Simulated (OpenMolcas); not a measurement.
# Mn VI: effect of the basis set

```json
{
  "Program": "OpenMolcas 26.06",
  "Method": "CASSCF",
  "Active space": "2 electrons in 10 orbitals (3d 4d)",
  "State averaging": "2S+1 = 3 even, 10 roots; 2S+1 = 1 even, 15 roots",
  "Spin-orbit coupling": "RASSI with atomic mean-field integrals over the reference wave functions, term energies averaged over their components"
}
```

A. ANO-RCC-VTZP [6s5p3d2f1g], DKH2, point nucleus; cost of the order of 10 core-seconds
B. ANO-R2 [7s4p4d2f1g], X2C, finite nucleus; cost about 8 core-seconds
C. ANO-RCC-VQZP [7s6p4d3f2g1h], DKH2, point nucleus; cost about 15 core-seconds

Energies in cm⁻¹ above 3d² ³F₂, the measured ground level; measured values from Corliss and Sugar, J. Phys. Chem. Ref. Data 6, 1253 (1977).

```json
{"Level": "3d² ³F₂", "A": "0.0", "B": "0.0", "C": "0.0", "Measured": "0.0"}
{"Level": "3d² ³F₃", "A": "754", "B": "740", "C": "730", "Measured": "746"}
{"Level": "3d² ³F₄", "A": "1711", "B": "1680", "C": "1658", "Measured": "1669"}
{"Level": "3d² ¹D₂", "A": "18570", "B": "18442", "C": "18539", "Measured": "15336"}
{"Level": "3d² ³P₀", "A": "21606", "B": "21482", "C": "21580", "Measured": "17782"}
{"Level": "3d² ³P₁", "A": "21871", "B": "21742", "C": "21837", "Measured": "18057"}
{"Level": "3d² ³P₂", "A": "22471", "B": "22329", "C": "22416", "Measured": "18628"}
{"Level": "3d² ¹G₄", "A": "28431", "B": "28241", "C": "28375", "Measured": "25511"}
{"Level": "3d² ¹S₀", "A": "67852", "B": "67487", "C": "67911", "Measured": ""}
```

Deviations, from unrounded energies. A percentage is the sum of absolute deviations over the sum of measured energies, with the sign that they share, or ± where signs differ.

| Against measurement | Levels | A | B | C |
| --- | --- | --- | --- | --- |
| mean absolute deviation (cm-1) | 7 | 2500 | 2400 | 2500 |
| fine structure of the ground term (%) | 2 | +2.1 | ±0.7 | -1.1 |
| other terms of the ground configuration (%) | 5 | +18.5 | +17.8 | +18.3 |

A, B, C lie about equally close to measurement. The largest miss of B in the table is 3d² ³P₂, by +3700 cm-1. The ranking rests on the paired levels alone, and a cruder setting can come out closer through cancelling errors.

Among A to C the level of the table that moves most is 3d² ¹S₀, by 420 cm-1 (lowest in B, highest in C).

Without dynamic correlation excited terms often stand tens of per cent too high (terms of higher spin than the ground term too low), and those without a measured partner can miss by more than the paired ones. Active for correlation alone: 4d; no level in the range computed is led by a configuration that fills it, so any true level of that kind is missing. Measured partners are found by configuration, term and J. A level has none where our copy of the source lacks it or the pairing is in doubt (some pairs that miss far off the trend of their configuration count as doubtful), and it then counts in no deviation. Only configurations of the active space appear.
